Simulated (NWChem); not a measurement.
System meant: GaF, singlet; SMILES [F][Ga]

Here is an NWChem input.

```
start job
memory heap 200 mb stack 900 mb global 1100 mb
geometry units angstroms noautoz
  Ga     0.000000     0.000000    -0.394809
  F      0.000000     0.000000     1.384312
end
basis spherical
  * library def2-svp
end
dft
  xc xpbe96 cpbe96
  iterations 4
  mulliken
end
task dft energy
```

End of the output:

```
    Atom       Charge   Shell Charges
 -----------   ------   -------------------------------------------------------
    1 Ga  31    30.83   2.00  2.00  1.97  1.18  0.72  5.99  5.82  0.63  0.31  7.75  2.05  0.42
    2 F    9     9.17   1.98  1.02  0.78  3.18  2.21  0.00

 center of mass
 --------------
 x =   0.00000000 y =   0.00000000 z =  -0.02999866

 moments of inertia (a.u.)
 ------------------
         168.344497093455           0.000000000000           0.000000000000
           0.000000000000         168.344497093455           0.000000000000
           0.000000000000           0.000000000000           0.000000000000

     Multipole analysis of the density
     ---------------------------------

     L   x y z        total         alpha         beta         nuclear
     -   - - -        -----         -----         ----         -------
     0   0 0 0     -0.000000    -20.000000    -20.000000     40.000000

     1   1 0 0      0.000000      0.000000      0.000000      0.000000
     1   0 1 0     -0.000000     -0.000000     -0.000000      0.000000
     1   0 0 1     -0.570458     -0.285229     -0.285229      0.000000

     2   2 0 0    -14.275176     -7.137588     -7.137588      0.000000
     2   1 1 0     -0.000000     -0.000000     -0.000000      0.000000
     2   1 0 1      0.000000      0.000000      0.000000      0.000000
     2   0 2 0    -14.275176     -7.137588     -7.137588      0.000000
     2   0 1 1     -0.000000     -0.000000     -0.000000      0.000000
     2   0 0 2    -18.306721    -48.573927    -48.573927     78.841133

 ------------------------------------------------------------------------
 dft energy failed                                                                                  0
 ------------------------------------------------------------------------
 ------------------------------------------------------------------------
  current input line :
    15: task dft energy
 ------------------------------------------------------------------------
 ------------------------------------------------------------------------
 This type of error is most commonly associated with calculations not reaching convergence criteria
 ------------------------------------------------------------------------
 For more information see the NWChem manual at https://nwchemgit.github.io

0:dft energy failed:Received an Error in Communication
```

**Question.** What is wrong, and how is it mended?

**Answer.** The run did not converge; its last values are not results. Cause: the SCF was allowed too few iterations. This input runs:
```
start job
memory heap 200 mb stack 900 mb global 1100 mb
geometry units angstroms noautoz
  Ga     0.000000     0.000000    -0.394809
  F      0.000000     0.000000     1.384312
end
basis spherical
  Ga library def2-svp
  F library def2-svp
end
dft
  xc xpbe96 cpbe96
  iterations 150
  mulliken
end
task dft energy
```
It converges to -2024.03960 Ha (PBE/def2-SVP).
